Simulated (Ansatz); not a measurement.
Input file:

```yaml
crystal:
  periodic: [false, false, false]
  atoms:
    - { symbol: Br, position_ang: [-0.613539, 0.221685, -0.310266] }
    - { symbol: H, position_ang: [0.613539, -0.221685, 0.310266] }
basis:
  gaussian: { orbitals: def2-mTZVP }
hamiltonian:
  xc: pbe
md:
  timestep: 1.0
  n_steps: 250
  ensemble: nve
  temperature: 300.0
  initial_velocities: maxwell_boltzmann
  seed: 151897
  masses: [{ species: H, mass: 10.0 }]
scf:
  lower_state_search: "off"
```

Command:

```bash
$ ansatz run input.yaml --threads 1 --pin off --max-ram 2048MiB --backend cpu --events-out ev --progress --plain --runs-dir out
```

Hardware: 1 thread of Intel(R) Xeon(R) Processor @ 2.70GHz (shared host).

Problem. Roughly how long does this run take, and how much memory?

Solution. 110 s, with a peak of 0.087 GiB, for 251 ionic steps.
